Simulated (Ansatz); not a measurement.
A run for Ansatz (a program for electronic structure): R-B3LYP/def2-TZVPPD on CH6F2Si (a complex). Files ending in .json are basis or fitting sets from the Basis Set Exchange.

Ansatz 0.2 input:
```yaml
crystal:
  periodic: [false, false, false]
  atoms:
    - {symbol: Si, position_ang: [0.23949382, -0.04746047, 0.12882247]}
    - {symbol: H, position_ang: [-1.01343314, 0.27948020, 0.84835367]}
    - {symbol: H, position_ang: [0.51101619, -1.49675428, 0.24324508]}
    - {symbol: H, position_ang: [1.35957001, 0.72867556, 0.70052599]}
    - {symbol: H, position_ang: [0.07057473, 0.30685597, -1.29997845]}
    - {symbol: F, position_ang: [0.35384288, -0.76144484, 3.35332530]}
    - {symbol: C, position_ang: [-0.46430787, 0.13831129, 3.97189869]}
    - {symbol: F, position_ang: [0.11999818, 1.36546091, 3.90791212]}
    - {symbol: H, position_ang: [-0.56564619, -0.14916661, 5.01949680]}
    - {symbol: H, position_ang: [-1.41258881, 0.17222954, 3.43423666]}
basis:
  gaussian:
    orbitals: def2-TZVPPD.json
hamiltonian:
  xc: {name: B3LYP}
scf: {lower_state_search: off}
```

The head of its log:

```
WARN ansatz: RAYON_NUM_THREADS=2 ignored (pool sized by the plan → 2); use --threads N
Functional definition: B3LYP
these checks for a lower state are left out or cut short: stability, starts, cluster_reference, orbital_swaps, neighbouring_geometries, increment
integrals: 0.19 GiB planned
1237 factors; their error is unknown
mean field: 1.63 GiB planned
mean field evaluation 1: about -14447.7676 eV, gradient 3.3e1 eV
mean field evaluation 2: about -14447.4747 eV, gradient 4.0e1 eV
```

What total energy does the run end on?

-531.0156 hartree.
